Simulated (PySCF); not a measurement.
Compound: C₅H₁₁B.
Structure used (PBE0-D3(BJ)/def2-SVP), in Å, numbered top down from 1:
```xyz
17
C5H11B angstrom
B      2.521    0.249    0.347
C      1.169   -0.456    0.227
C      0.022    0.062   -0.297
C     -0.088    1.434   -0.880
C     -1.252   -0.741   -0.300
C     -2.241   -0.291    0.777
H      2.705    1.372   -0.067
H      3.454   -0.316    0.873
H      1.079   -1.483    0.605
H      0.849    1.996   -0.812
H     -0.883    2.008   -0.376
H     -0.385    1.364   -1.940
H     -1.732   -0.653   -1.290
H     -1.010   -1.804   -0.151
H     -1.802   -0.398    1.780
H     -3.157   -0.899    0.740
H     -2.537    0.761    0.651
```

Level: PBE0/def2-SVPD in PySCF, non-relativistic, on one gas-phase PBE0-D3(BJ)/def2-SVP geometry that isn't relaxed in the solvent. The solvent is an IEF-PCM continuum (Bondi radii, 1.10 Å for H, scaled by 1.2), and excitations are vertical TDDFT with non-equilibrium linear response and a frozen core. Only the electrostatic response of the medium enters.

| run | E − E(gas) (kcal/mol) | HOMO (eV) | HOMO–LUMO gap (eV) | dipole (D) | lowest singlet (eV) | static polarisability (au) |
| --- | --- | --- | --- | --- | --- | --- |
| gas | 0.00 | -7.59 | 5.80 | 2.47 | 5.13 | 81.3 |
| P | -2.11 | -7.56 | 5.72 | 3.37 | 5.05 | 111.2 |
| Q | -0.83 | -7.56 | 5.76 | 2.82 | 5.07 | 91.8 |

Problem. The runs were made in cyclohexane and methanol. Which run belongs to which solvent?

Solution. P = methanol, Q = cyclohexane. The dielectric constants are 2.017 (cyclohexane), 32.61 (methanol), and the energy falls further as ε rises. The optical constants n² used for the excitations are 2.04, 1.77 in the same order. In this model the ground state sees the solvent through ε alone.

Problem. How constant is the ratio of the lowering to (ε − 1)/(2ε + 1)?

Solution. 
| solvent | (ε − 1)/(2ε + 1) | E − E(gas) (kcal/mol) | ratio (kcal/mol) | polarisation term (kcal/mol) |
| --- | --- | --- | --- | --- |
| cyclohexane | 0.202 | -0.83 | -4.1 | -0.90 |
| methanol | 0.477 | -2.11 | -4.4 | -2.58 |

The ratio changes by +7.6 % in size from cyclohexane to methanol. The polarisation term is half the interaction of the solute with the induced surface charges.
